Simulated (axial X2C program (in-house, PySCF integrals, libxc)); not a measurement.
Curves of INdI from open-shell CI on f4 s0 d(πδ)0

Computed with an in-house all-electron X2C program for linear molecules (integrals from PySCF): two-component X2C with atomic mean-field Coulomb and Gaunt terms, basis I dyall-v3z, Nd dyall-v3z (cores contracted in-house). Orbitals come from Hartree–Fock averaged over the configuration Nd f4 s0 d(πδ)0; CI then distributes these electrons over the f, s, d(πδ) shells of Nd.

Scan along the symmetric stretch (R is each bond); masses I 126.904 u, Nd 141.908 u, I 126.904 u. Energies in cm⁻¹ from the lowest point; levels are followed by energy order within each Ω. Lowest level at 3.131 Å: 100% f4.

```tsv
R (Å)	(1)Ω=0	(1)Ω=1	(1)Ω=2	(1)Ω=3	(1)Ω=4
2.912	2908	2950	3045	3140	3349
3.021	659	702	802	911	1140
3.131	0	39	130	240	482
3.256	595	631	720	835	1077
3.381	2204	2238	2323	2440	2676
3.522	4818	4849	4928	5043	5268
3.695	8715	8742	8814	8924	9132
```

Task: Fit the curves (1)Ω=0, (1)Ω=1, (1)Ω=2, (1)Ω=3, (1)Ω=4 near their minima.

Result: From the open-shell CI curves, Te from the lowest:

| level | Te (cm⁻¹) | Re (Å) | ωe (cm⁻¹) |
| --- | --- | --- | --- |
| (1)Ω=0 | 0 | 3.134 | 110.2 |
| (1)Ω=1 | 39 | 3.135 | 110.2 |
| (1)Ω=2 | 130 | 3.135 | 110.4 |
| (1)Ω=3 | 241 | 3.135 | 110.6 |
| (1)Ω=4 | 483 | 3.134 | 110.1 |

Without dynamic correlation distances can be off by several hundredths of an Å (long for ionic bonds, short for multiple bonds) and the wavenumbers are rough.

The 5 lowest curves are shown; the next is (2)Ω=0, from 1118 cm⁻¹.

There is no dynamic correlation: spin–orbit spacings and, for f shells, spacings inside one term are the most reliable numbers, splittings between terms come out too wide, and energies between configurations are not reliable, so the lowest level need not be the ground state of the molecule. At most 4 roots were kept for each Ω > 0 (twice that for Ω = 0) within 2.2 eV of the lowest, so higher up levels can be missing between those listed; levels with Ω > 0 are doubly degenerate and listed once, Ω = 0 levels singly. States that fill the shells left empty in the average are placed too high. The molecule was held linear; bending was not examined.
